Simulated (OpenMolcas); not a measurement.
Cu2+ with 4 ligands (fluoride) in square-planar coordination (D4h). A charge of +0.5 e stands 3.2 Å behind each ligand. Ligand basis ANO-RCC-VDZP.

```json
{
 "Program": "OpenMolcas 26.06",
 "Method": "CASSCF",
 "Basis": "ANO-RCC-VTZP [6s5p3d2f1g]",
 "Scalar Hamiltonian": "DKH2, point nucleus",
 "Active space": "9 electrons in 5 orbitals (3d)",
 "State averaging": "2S+1 = 2 even, 5 roots",
 "Spin-orbit coupling": "RASSI with atomic mean-field integrals over the reference wave functions"
}
```

All ligands move together. At R = 1.83 Å the first state of the same spin is 10226 cm-1, and at R = 1.88 Å it is 8734 cm-1.

Task: A third run gives 7253 cm-1. What distance was it run at?

Result: With a power law R^-n the two known points give n = -ln(8734 / 10226) / ln(1.88 / 1.83) = 5.85. Then R = 1.83 × (10226 / 7253)^(1/5.85) = 1.941 Å. The run was at 1.94 Å, so the estimate is off by +0.001 Å.

Ligand-to-metal charge-transfer states are missing. With metal d orbitals alone and no dynamic correlation the field as a rule comes out too small, by tens of per cent, by up to half for chloride and softer ligands, and the orbital part of g and χT, which goes as 1/10Dq, too large. No measured value stands beside these numbers; the geometry was imposed, not optimised, and the real ion may take another.
